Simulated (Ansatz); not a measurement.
A series at In: from `[F][In]([F])[F]`, ligands are replaced one by one, each step taking up H₂S and setting free H–F; n counts the steps. Ansatz, PBE0-D4/def2-TZVP geometries. Each molecule was computed in one conformer, which needn't be the lowest.

CBS adds triple-zeta CCSD(T) − MP2 to the MP2 limit, frozen cores; atoms without spin–orbit coupling. Elements past krypton have def2 core potentials. Outer-core shells of In are correlated without core-valence functions. Spin–orbit coupling is left out.

```json
{"n": "0", "molecule": "`[F][In]([F])[F]`", "atomization energy, CCSD(T)/CBS (kJ/mol)": "1243.2"}
{"n": "1", "molecule": "`[F][In]([F])[SH]`", "atomization energy, CCSD(T)/CBS (kJ/mol)": "1476.1"}
{"n": "2", "molecule": "`[F][In]([SH])[SH]`", "atomization energy, CCSD(T)/CBS (kJ/mol)": "1694.2"}
{"n": "3", "molecule": "`[SH][In]([SH])[SH]`", "atomization energy, CCSD(T)/CBS (kJ/mol)": "?"}
```

Q: By hand: fit a straight line y = ȳ + b (n − n̄) to the 3 given rows and predict n = 3.

A: n̄ = 1.000, ȳ = 1471.17; Σ(n − n̄)(y − ȳ) = 451.00, Σ(n − n̄)² = 2.000, so b = 225.50 kJ/mol a step. Prediction: 1471.17 + (225.50) × (2.000) = 1922.2 kJ/mol.

Q: By hand: compare with the computed value, 1902.6 kJ/mol, and give the steps along the whole series.

A: The line misses by -19.6 kJ/mol (computed minus predicted). Steps: 232.9, 218.1, 208.4 kJ/mol.

The steps differ by up to 24.5 kJ/mol, small against a whole step but well beyond the method's doubt, so the ligands' effects don't simply add. The miss is 3.0 % of the series' range. The energies themselves are unsure by some kJ/mol a bond, though much of that is common to the series.
